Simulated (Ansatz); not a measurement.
Born–Oppenheimer molecular dynamics of ClFH2OZn (6 atoms, charge 0, multiplicity 1). It starts at the highest image of a converged band, a first-order saddle point between two minima.

Level of theory: RHF/def2-SVP in Ansatz.

```
ensemble                      : NVE (velocity Verlet)
time step                     : 0.5 fs
steps asked                   : 200
starting velocities drawn for : 300 K
seed                          : 9361
```

First frame:

```xyz
6
Properties=species:S:1:pos:R:3
Zn -0.261 0.024 -0.091
Cl 1.885 -1.154 0.502
O -1.825 -0.516 -0.755
H 1.756 0.255 0.689
F 0.965 1.293 0.571
H -2.522 0.098 -0.917
```

Task: How far do the bonds stretch over the last three quarters of this one trajectory? (Pairs bonded in most of those frames.)

Result: 
| bond | mean (Å) | spread (Å) | shortest | longest |
| --- | --- | --- | --- | --- |
| Zn1–Cl2 | 2.192 | 0.138 | 2.03 | 2.46 |
| Zn1–O3 | 1.780 | 0.023 | 1.74 | 1.82 |
| O3–H6 | 0.944 | 0.018 | 0.92 | 0.97 |
| H4–F5 | 0.946 | 0.087 | 0.81 | 1.10 |

Mean temperature of the second half: 1396 K. The conserved energy stayed within 2.4 meV per atom of its start (net change 0.57 meV per atom), so the integration is sound. The kinetic energy rose, since the run started high on the potential surface and went downhill. It ends in pieces (ClHOZn + FH), so much of that is their flight and rotation, not heat. A run of 0.1 ps of so small a system gives no equilibrium averages. The orbitals stay closed-shell, which can raise the energy where a bond breaks towards radicals; this wasn't checked here.

The run took 4.2 min on 2 threads of Intel(R) Xeon(R) Platinum 8488C (Sapphire Rapids), with other jobs on the host, peak memory 0.18 GiB.
